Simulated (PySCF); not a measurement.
## Cadmium: highly charged ions in a basis for the neutral atom

Cd⁹⁺ [Kr] 4d3, Cd¹⁰⁺ [Kr] 4d2. Calculation: PySCF 2.14, in aug-cc-pVDZ-PP with ECP28MDF (5s5p4d2f, 54 functions); a scalar-relativistic core potential. No spin-orbit coupling, so a gap to NIST mixes the basis error with missing relativistic terms.

Changed run: basis of the neutral atom used for a highly charged ion. This setting is unsound on purpose.

```
species  method  sound run (hartree)  changed run (hartree)  converged
   Cd⁹⁺     UHF              not run             -142.84451        yes
   Cd⁹⁺    PBE0              not run             -143.28822        yes
   Cd⁹⁺   B3LYP              not run             -143.32245        yes
  Cd¹⁰⁺     UHF              not run             -136.45191        yes
  Cd¹⁰⁺    PBE0              not run             -136.86811        yes
  Cd¹⁰⁺   B3LYP              not run             -136.90139        yes
```

Ionisation energy of Cd⁹⁺:

| method | changed run (eV) | NIST (eV) |
| --- | --- | --- |
| UHF | 173.95 | 173 ± 2.2 |
| PBE0 | 174.70 | 173 ± 2.2 |
| B3LYP | 174.73 | 173 ± 2.2 |

The contracted functions were made for the neutral atom and can be too rigid for a highly charged ion.
